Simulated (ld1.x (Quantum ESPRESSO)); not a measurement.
Before and after: RRKJ potential for Te

```json
{"Element": "tellurium (Te)", "Generator": "ld1.x (Quantum ESPRESSO) 7.5", "Type": "norm-conserving RRKJ (Kleinman–Bylander form)", "Functional": "PBE", "Relativity": "scalar-relativistic", "Frozen core": "[Kr]", "Valence charge": "16", "Reference configuration": "4d10 5s2 5p2 (charge +2)", "Partial waves": "5p (bound): rc 1.85 bohr; 4d (bound): rc 1.20 bohr; 5s (bound): rc 1.50 bohr", "Local potential": "the s channel", "Core correction": "none", "rho0": "0.005"}
```

All-electron outer shells of the reference configuration (PBE, scalar-relativistic, ld1.x):

```json
{"shell": "4p", "level (eV)": "-133.82", "outermost node (bohr)": "0.38", "outermost maximum (bohr)": "0.74"}
{"shell": "4d", "level (eV)": "-60.99", "outermost node (bohr)": "0.36", "outermost maximum (bohr)": "0.81"}
{"shell": "5s", "level (eV)": "-32.71", "outermost node (bohr)": "0.91", "outermost maximum (bohr)": "1.75"}
{"shell": "5p", "level (eV)": "-22.30", "outermost node (bohr)": "0.99", "outermost maximum (bohr)": "2.04"}
```

Change: all radii scaled by about 1.35 (s 2.02, p 2.48, d 1.62 bohr).

Cutoffs: the cutoffs (Ry, on a coarse ladder) from which the occupation-weighted sum of valence levels, in a spherical-Bessel basis at the reference potential, stays within 10 and 1 mRy of its value at 400 Ry; they do not see the model core or the augmentation charge, which bear on the density cutoff. Errors are all-electron minus pseudo energies relative to the spin-unpolarised reference configuration.

Q: Predict the effect on cutoff, ghosts and configuration errors.

A: The potential gets softer (100 Ry and 140 Ry → 70 Ry and 100 Ry); of the 7 tests that both files solve, the error grows in 4 and shrinks in 0 by more than 15 % and 0.3 meV (median size 16.6 → 20.9 meV); neither file shows a bound ghost. A larger radius leaves more room for a smooth pseudo-wave, so fewer plane waves are needed. More of the atom is replaced by a form fitted at one configuration, so other configurations suffer.

| quantity | base | changed |
| --- | --- | --- |
| cutoff, loose | 100 Ry | 70 Ry |
| cutoff, tight | 140 Ry | 100 Ry |
| loose cutoff by channel (10 mRy a level) | p 15 Ry, d 90 Ry, s 35 Ry | p 15 Ry, d 60 Ry, s 21 Ry |
| bound ghosts | none | none |
| error for 4d10 5s2 5p4, meV [ΔE -27.65 eV] | +17 | +21 |
| error for 4d10 5s2 5p3, meV [ΔE -17.92 eV] | +8.2 | +10 |
| error for 4d10 5s2 5p1, meV [ΔE 26.90 eV] | +0.5 | +4.9 |
| error for 4d10 5s1 5p4, meV [ΔE -8.08 eV] | -4.5 | -4.2 |
| error for 4d9 5s2 5p4, meV [ΔE 21.60 eV] | -514 | -454 |
| error for 4d9 5s2 5p5, meV [ΔE 10.60 eV] | -584 | -514 |
| error for 4d10 5s0 5p6, meV [ΔE -8.95 eV] | -26 | -31 |
